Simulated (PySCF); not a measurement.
Molecule: `C[SiH](C)O[SiH](C)C`, C₄H₁₄OSi₂.

Molfile (atoms numbered from 1):
```
C4H14OSi2
     RDKit          3D

 21 20  0  0  0  0  0  0  0  0999 V2000
    1.8465    1.5880    1.0359 C   0  0  0  0  0  0  0  0  0  0  0  0
    1.1801   -0.1462    1.2764 Si  0  0  0  0  0  4  0  0  0  0  0  0
    1.9124   -1.3205    0.0116 C   0  0  0  0  0  0  0  0  0  0  0  0
   -0.4779   -0.1411    1.1422 O   0  0  0  0  0  0  0  0  0  0  0  0
   -1.7379    0.0295    0.0696 Si  0  0  0  0  0  4  0  0  0  0  0  0
   -1.3624    1.4050   -1.1489 C   0  0  0  0  0  0  0  0  0  0  0  0
   -2.0195   -1.5882   -0.8295 C   0  0  0  0  0  0  0  0  0  0  0  0
    1.3512    2.2955    1.7188 H   0  0  0  0  0  0  0  0  0  0  0  0
    2.9293    1.6239    1.2365 H   0  0  0  0  0  0  0  0  0  0  0  0
    1.6806    1.9367    0.0042 H   0  0  0  0  0  0  0  0  0  0  0  0
    1.5052   -0.6227    2.6551 H   0  0  0  0  0  0  0  0  0  0  0  0
    1.4782   -2.3273    0.1128 H   0  0  0  0  0  0  0  0  0  0  0  0
    3.0037   -1.4075    0.1352 H   0  0  0  0  0  0  0  0  0  0  0  0
    1.7173   -0.9663   -1.0138 H   0  0  0  0  0  0  0  0  0  0  0  0
   -2.9503    0.3832    0.8690 H   0  0  0  0  0  0  0  0  0  0  0  0
   -0.4835    1.1571   -1.7660 H   0  0  0  0  0  0  0  0  0  0  0  0
   -2.2132    1.5719   -1.8286 H   0  0  0  0  0  0  0  0  0  0  0  0
   -1.1559    2.3519   -0.6262 H   0  0  0  0  0  0  0  0  0  0  0  0
   -2.2047   -2.4062   -0.1164 H   0  0  0  0  0  0  0  0  0  0  0  0
   -1.1390   -1.8574   -1.4347 H   0  0  0  0  0  0  0  0  0  0  0  0
   -2.8881   -1.5205   -1.5039 H   0  0  0  0  0  0  0  0  0  0  0  0
  1  2  1  0
  2  3  1  0
  2  4  1  0
  4  5  1  0
  5  6  1  0
  5  7  1  0
  1  8  1  0
  1  9  1  0
  1 10  1  0
  2 11  1  0
  3 12  1  0
  3 13  1  0
  3 14  1  0
  5 15  1  0
  6 16  1  0
  6 17  1  0
  6 18  1  0
  7 19  1  0
  7 20  1  0
  7 21  1  0
M  END
```

Geometry PBE0-D3(BJ)/def2-SVP throughout; GIAO in PySCF, gas phase, one conformer, non-relativistic; equivalent atoms averaged; functional PBE0.

For orientation, def2-SVP gives these absolute shieldings σ: C1/C3/C6/C7 191.5, Si2/Si5 415.3, O4 282.8, H11/H15 26.28, H8/H9/H10/H12/H13/H14/H16/H17/H18/H19/H20/H21 31.24 ppm.

A run gave: C1/C3/C6/C7 184.1, Si2/Si5 342.4, O4 262.7, H11/H15 26.22, H8/H9/H10/H12/H13/H14/H16/H17/H18/H19/H20/H21 31.33 ppm (absolute shieldings σ).

**Question.** Which basis set was used in that run?
A. 6-31G
B. 6-311+G(2d,p)
C. STO-3G
D. pcSseg-1

**Answer.** B. O4 tells them apart best: 6-311+G(2d,p) gives 262.7, pcSseg-1 gives 272.6, 6-31G gives 312.7, STO-3G gives 493.2 ppm.
